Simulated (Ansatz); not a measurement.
An input meant for the cluster K₆⁻ (charge -1, doublet; with a point charge).

```yaml
crystal:
  periodic: [false, false, false]
  atoms:
    - {symbol: K, position_ang: [-3.211815, -1.161955, -0.013998]}
    - {symbol: K, position_ang: [-1.547290, 2.710169, -1.394393]}
    - {symbol: K, position_ang: [0.329017, 0.683445, 2.322560]}
    - {symbol: K, position_ang: [0.337160, -3.763642, 1.636757]}
    - {symbol: K, position_ang: [3.092910, 2.646334, -0.620950]}
    - {symbol: K, position_ang: [1.000017, -1.114350, -1.929966]}
basis:
  gaussian: {orbitals: pcseg-2, point_charges: [{charge: 0.50, position_ang: [5.968, -0.600, -0.836]}]}
total_charge: -1
magnetization: {spin_polarized: true, initial_magnetization: 1}
hamiltonian: {xc: {name: PBEsol}}
kpoints: {mp_grid: {grid: [2, 2, 2]}}
output: {forces: true}
```

```sh
$ ansatz run in.yaml --threads 4 --pin off --events-out ev --progress --plain --max-ram 4787MiB
```

Output, abridged:

```
Error: invalid value for `basis.gaussian`: such a run doesn't read kpoints; remove what it names
```

Something in this input is off. What?

The input holds a key that doesn't belong there. The input was rejected before any iteration.
